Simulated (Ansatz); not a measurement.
`CB1C=C(F)[SiH2]1` + `N=C(F)F` → `CN=C(F)F` + `FC1=CB[SiH2]1`  (substitution at a C–B bond)

Calculated with Ansatz (gas phase, PBE0-D4/def2-TZVP geometries, no zero-point term in ΔE). CCSD(T)/CBS adds triple-zeta CCSD(T) − MP2 to the extrapolated MP2 energy (def2 sets, frozen cores). DFT in def2-TZVPP. One conformer a species, not always the lowest.

```json
{"level": "PBE-D4", "ΔE (kJ/mol)": "78.3"}
{"level": "B2PLYP", "ΔE (kJ/mol)": "74.4"}
{"level": "r2SCAN", "ΔE (kJ/mol)": "79.3"}
{"level": "SCS-MP2/def2-TZVPP", "ΔE (kJ/mol)": "73.7"}
{"level": "CCSD(T)/def2-TZVPP", "ΔE (kJ/mol)": "76.2"}
{"level": "SCS-MP2/def2-QZVPP", "ΔE (kJ/mol)": "73.8"}
{"level": "HF/CBS(def2)", "ΔE (kJ/mol)": "68.1"}
{"level": "CCSD/CBS(def2)", "ΔE (kJ/mol)": "76.0"}
```

**Question.** What does CCSD(T)/CBS give? (Best estimate.)

**Answer.** Computed: +76.3 kJ/mol. The listed levels differ from it by 2.0, -1.9, 3.0, -2.6, -0.1, -2.5, -8.2, -0.3 kJ/mol.

Largest T1 diagnostic among the species: 0.014.

In def2-TZVPP, CCSD(T) changes the Hartree–Fock value by +7.8 kJ/mol (the triples alone add +0.4 kJ/mol) and MP2 by +10.3 kJ/mol.
